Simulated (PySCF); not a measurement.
fluoro(silylmethyl)silane (CH7FSi2), SMILES [SiH3]C[SiH2]F. Atoms are numbered in the order given.

```xyz
11

Si    -1.7686     0.2295     0.2805
C     -0.0685     1.0781     0.2770
Si     1.3691    -0.1086     0.0745
F      0.9363    -1.2659    -1.0135
H     -1.7598    -0.9294     1.2405
H     -2.8328     1.2015     0.7155
H     -2.1084    -0.2745    -1.0924
H     -0.0531     1.8388    -0.5322
H      0.0621     1.6211     1.2387
H      1.6707    -0.7970     1.3747
H      2.5982     0.5731    -0.4562
```
Charge 0, spin multiplicity 1.

The structure is a stationary point at PBE-D3(BJ)/def2-SVP. The values are those of a single conformer.

Level of theory: HF/pcSseg-1 in PySCF.

GIAO shieldings, no solvent; atoms listed in one row are averaged. δ = σ(ref) − σ: ²⁹Si against TMS (σ = 393.8 ppm); ¹³C against TMS (σ = 192.6 ppm); ¹⁹F against CFCl3 (σ = 238.5 ppm); ¹H against TMS (σ = 31.99 ppm), references at their B3LYP-D3(BJ)/def2-TZVP geometries, non-relativistic.

**Question.** Estimate the chemical shifts. (The exact figures need the calculation; the answer reports its results.)

**Answer.** 
| nucleus | atoms | count | δ (ppm) |
|---|---|---|---|
| ²⁹Si | Si3 | 1 | -1.6 |
| ²⁹Si | Si1 | 1 | -61.1 |
| ¹³C | C2 | 1 | -5.6 |
| ¹⁹F | F4 | 1 | -174.0 |
| ¹H | H11 | 1 | 5.22 |
| ¹H | H10 | 1 | 5.04 |
| ¹H | H5, H6, H7 | 3 | 4.32 |
| ¹H | H8 | 1 | 0.77 |
| ¹H | H9 | 1 | 0.01 |
